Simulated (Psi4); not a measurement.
Cl$_{2}$Sc, charge +1, singlet, at a GFN2-xTB geometry (such geometries of metal compounds can be far from the true shape) (the multiplicity is a formal guess). Base run: CAM-B3LYP/STO-3G (Psi4).

Input for Psi4:
```
memory 2 GB

molecule {
1 1
  Sc    0.40621830   -0.00029416    0.42871085
  Cl    1.19503248    0.37581167   -1.63460469
  Cl   -1.69683156   -0.37544829    1.10502071
}

set basis sto-3g

energy('cam-b3lyp')
print_variables()
```

The base run was repeated with changes; each row names its change, and settings that it needs were set with it.

```tsv
change	ΔE vs base (eV)	point group used	SCF cycles
base	0.00	cs	7
jitter_ang = 0.002	0.00	cs	7
molecule keys = symmetry c1, no_reorient, no_com	0.00	c1	6
molecule keys = symmetry c1	0.00	c1	6
molecule keys = no_reorient	0.00	c1	6
```
